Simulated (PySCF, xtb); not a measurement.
F2H2OSn, SMILES [OH][SnH]([F])[F]. Other conformers were not sampled.

Harmonic wavenumbers (cm⁻¹) from xtb with GFN2-xTB at its own minimum, in rising order: 45, 123, 144, 178, 364, 375, 381, 447, 511, 833, 1715, 3553.

Q: What does B3LYP-D3(BJ)/def2-SVP (PySCF 2.14.0) give at its own minimum? (An estimate is asked for; the answer gives what the named calculation found.)

A: 123, 175, 190, 215, 528, 546, 633, 646, 651, 868, 1992, 3814. Paired by order, the mean absolute difference is 143 cm⁻¹ and the zero-point energies are 12.4 and 14.8 kcal/mol.
